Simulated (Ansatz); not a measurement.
`O[P](O)[GeH3]`, relaxed with RKS PBE0-D4/def2-TZVP in the Gaussian-basis code of Ansatz from a PBE-D4/def2-SVP geometry. The force threshold is 0.005 eV/Å; the program also tests the step.

The species carries charge 0 and has multiplicity 1.

Start:

```xyz
9

O     0.615    0.855   -1.494
P    -0.816    0.120   -0.948
O    -0.521   -1.523   -1.155
Ge   -0.149    0.296    1.314
H     0.481    1.148   -2.416
H     0.333   -1.800   -0.763
H     0.071    1.763    1.766
H    -1.205   -0.370    2.239
H     1.190   -0.489    1.458
```

(1) By how much does the energy fall, and how many steps does the optimiser take? (Best estimate.)

(2) Which bonds change most? (An estimate is asked.)

(3) Give the relaxed structure. (Estimate.)

Results:

(1) Computed: 1.63 kcal/mol, in 11 steps, 1 of them rejected.

(2) Computed: O1–P2 from 1.699 to 1.655 Å; P2–O3 from 1.682 to 1.639 Å; P2–Ge4 from 2.365 to 2.348 Å; O1–H5 from 0.977 to 0.962 Å.

(3) Ansatz gave: 
```xyz
9

O     0.590    0.828   -1.493
P    -0.786    0.106   -0.924
O    -0.503   -1.490   -1.169
Ge   -0.135    0.288    1.324
H     0.456    1.154   -2.388
H     0.331   -1.809   -0.804
H     0.071    1.756    1.725
H    -1.209   -0.342    2.226
H     1.186   -0.492    1.505
```
